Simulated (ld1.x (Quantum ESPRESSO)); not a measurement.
**What one change does to a pseudopotential (Ca, PAW)**

| Item | Value |
| --- | --- |
| Element | Ca |
| Generator | ld1.x (Quantum ESPRESSO) 7.5 |
| Type | PAW |
| Functional | LDA (PZ) |
| Relativity | scalar-relativistic |
| Frozen core | [Ne] 3s2 |
| Valence charge | 8 |
| Reference configuration | 3p6 3d0 4s0 4p0 (charge +2) |
| Partial waves | 4s (bound, empty): rcut 2.85, rcutus 3.40 bohr; 4s channel at -0.5 Ry: rcut 2.85, rcutus 3.40 bohr; 3p (bound): rcut 1.65, rcutus 1.90 bohr; 4p (bound, empty): rcut 1.65, rcutus 1.90 bohr; 3d (bound, empty): rcut 1.35, rcutus 1.55 bohr; 3d channel at 2.8 Ry: rcut 1.35, rcutus 1.55 bohr |
| Local potential | all-electron potential smoothed inside 1.75 bohr (lloc = -2) |
| Core correction | Bessel-smoothed model core inside 1.55 bohr |
| Augmentation charge | PSQ, inside the norm-conserving radii |

Change: waves 3p (bound): rcut 1.64, rcutus 1.74 bohr; 4p (bound): rcut 1.64, rcutus 1.74 bohr.

Cutoffs: the cutoffs (Ry, on a coarse ladder) from which the occupation-weighted sum of valence levels, in a spherical-Bessel basis at the reference potential, stays within 10 and 1 mRy of its value at 400 Ry; they do not see the model core or the augmentation charge, which bear on the density cutoff. Errors are all-electron minus pseudo energies relative to the spin-unpolarised reference configuration.

Task: What does the change do?

Result: The potential gets harder (21 Ry and 35 Ry → 25 Ry and 45 Ry); the number of tests that count goes from 8 to 9; the errors of the 8 common tests hardly move; neither file shows a bound ghost at the reference potential, the only one tested. A smaller radius makes the pseudo-wave follow the all-electron one further in, where it bends more sharply, so more plane waves are needed.

```csv
quantity,base,changed
"cutoff, loose",21 Ry,25 Ry
"cutoff, tight",35 Ry,45 Ry
bound ghosts,none,none
"tests counted (converged, no solver errors)",8 of 9,9 of 9
"error for 3p6 3d0 4s1 4p0, meV [ΔE -11.95 eV]",-1.6,-1.6
"error for 3p6 3d0 4s1.5 4p0, meV [ΔE -15.85 eV]",-2.1,-2.1
"error for 3p6 3d0 4s0 4p2, meV [ΔE -13.30 eV]",-1.8,-1.8
"error for 3p6 3d0.5 4s1.5 4p0, meV [ΔE -17.39 eV]",-11,-10
"error for 3p6 3d1 4s0 4p0, meV [ΔE -10.61 eV]",-35,-35
"error for 3p6 3d0 4s0 4p1, meV [ΔE -8.83 eV]",-0.9,-0.9
"error for 3p6 3d0 4s1 4p0 (spin-polarised), meV [ΔE -12.16 eV]",-1.2,-1.2
"error for 3p6 3d0 4s1.5 4p0 (spin-polarised), meV [ΔE -15.88 eV]",-2.0,-2.1
s: phases at 3.71 bohr within 0.05 rad from the reference energy up to (Ry; the scan ends near 5),1.1,1.1
p: phases at 3.71 bohr within 0.05 rad from the reference energy up to (Ry; the scan ends near 5),n/a,n/a
d: phases at 3.71 bohr within 0.05 rad from the reference energy up to (Ry; the scan ends near 5),to the end of the scan,to the end of the scan
lowest overlap eigenvalue by channel,"s 0.32, p 0.16, d 0.60","s 0.32, p 0.29, d 0.60"
```

Base: The cutoffs count occupied waves only; the empty 3d level needs 35 Ry at the loose tolerance. Tests not counted: 3p6 3d0 4s2 4p0 (solver errors, printed error -440 eV).
